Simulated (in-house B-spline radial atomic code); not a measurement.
## Excitations of the antimony ion Sb³⁺ by several methods

Full response, energies in eV; labels give the largest channel, * marks a mixed state, a dash one above the method's threshold, and an imaginary frequency an unstable closed-shell reference. Computed with an all-electron radial atomic-structure program (B-spline basis): linear response of the closed shell [Kr] 4d10 5s2 with each method's own kernel (bare exchange for TDHF, static screening on G0W0 levels for BSE, the adiabatic kernel for functionals); scalar-relativistic (spin-free one-electron X2C), finite nucleus, no spin-orbit coupling, no double excitations, S, P, D and F terms only; shells from n = 3 respond. Only terms of natural parity with L up to 3 were computed.

| method | 5s → 5p 3P | 5s → 5p 1P | 5s → 5d 3D | α (bohr³) |
| --- | --- | --- | --- | --- |
| TDHF | 6.688 | 10.966 | 20.864 | 12.16 |
| BSE on G0W0@HF | 8.298 | 11.978 | 22.978 | 10.6 |
| LDA VWN5 | 9.122 | 12.191 | 22.219 | 10.04 |
| PBE | 8.827 | 12.037 | 21.650 | 10.3 |
| PBE0 | 8.413 | 11.751 | 21.612 | 10.75 |
| B3LYP (VWN-RPA) | 8.666 | 11.963 | 21.697 | 10.39 |
| CAM-B3LYP | 8.513 | 11.849 | 21.795 | 10.52 |
| LC-wPBE | 8.013 | 11.469 | 21.787 | 11.06 |
| wB97X | 9.121 | 11.609 | 22.520 | 10.83 |
| HSE06 | ? | ? | ? | ? |
| BHandHLYP | 8.177 | 11.655 | 21.566 | 10.89 |
| BLYP | 8.916 | 12.173 | 21.619 | 10.08 |
| PBEsol | 8.755 | 12.008 | 21.761 | 10.34 |
| BP86 | 8.757 | 12.006 | 21.797 | 10.33 |
| LDA exchange-only | ? | ? | ? | ? |
| B97-1 | 9.087 | 11.849 | 22.214 | 10.6 |
| RPBE | 8.659 | 11.937 | 21.456 | 10.49 |
| OLYP | 8.386 | 11.924 | 21.257 | 10.54 |

(1) What does LDA exchange-only give?

(2) What does HSE06 give?

Results:

(1) 5s → 5p 3P: 8.457; 5s → 5p 1P: 12.106; 5s → 5d 3D: 21.306; α: 10.17 (eV, bohr³).

(2) 5s → 5p 3P: 8.415; 5s → 5p 1P: 11.733; 5s → 5d 3D: 21.625; α: 10.75 (eV, bohr³).
